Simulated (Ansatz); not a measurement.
CH8SiSn, SMILES `[SiH3][CH2][SnH3]`. Charge 0, multiplicity 1. Sn: def2 effective core potential.

```xyz
11

Si   -0.4264   -1.3035    0.9618
C    -0.4140   -0.3645   -0.6484
Sn    0.6621    1.4938   -0.5627
H    -1.1818   -2.5824    0.8545
H    -1.0554   -0.4798    2.0302
H     0.9664   -1.6196    1.3812
H     0.0426   -0.9700   -1.4358
H    -1.4366   -0.1354   -0.9603
H     2.2910    1.1905   -0.1497
H     0.5964    2.2633   -2.0868
H    -0.0443    2.5076    0.6159
```

(1) List the harmonic frequencies (cm⁻¹, unscaled) at PBE0-D4/def2-TZVP in Ansatz. (Estimate.)

(2) Is this a minimum?

(3) Give the ideal-gas thermochemistry at 298.15 K and 1 bar (rigid rotor, harmonic oscillator; point group Cs, symmetry number 1).

(4) And at 400, 500, 600, 800 and 1000 K?

Answers

(1) Computed: 30, 123, 129, 402, 425, 470, 495, 678, 692, 723, 726, 759, 770, 934, 947, 953, 1000, 1029, 1393, 1938, 1945, 1946, 2210, 2217, 2218, 3071, 3132.

(2) Yes, all 27 modes are real.

(3) Zero-point energy 187.5 kJ/mol; H(298) − E = 208.4 kJ/mol; entropy 356.1 J/(mol·K), of which translation 172.7, rotation 111.1, vibration 72.4; G(298) − E = 102.2 kJ/mol. Modes under 100 cm⁻¹ are hindered rotations or soft bends, so the harmonic entropy is rough.

(4) 
```json
{"T (K)": "400", "H − E (kJ/mol)": "220.8", "S (J/mol/K)": "391.8", "G − E (kJ/mol)": "64.1"}
{"T (K)": "500", "H − E (kJ/mol)": "235.1", "S (J/mol/K)": "423.6", "G − E (kJ/mol)": "23.3"}
{"T (K)": "600", "H − E (kJ/mol)": "251.1", "S (J/mol/K)": "452.7", "G − E (kJ/mol)": "-20.6"}
{"T (K)": "800", "H − E (kJ/mol)": "286.9", "S (J/mol/K)": "504.1", "G − E (kJ/mol)": "-116.4"}
{"T (K)": "1000", "H − E (kJ/mol)": "326.6", "S (J/mol/K)": "548.3", "G − E (kJ/mol)": "-221.7"}
```
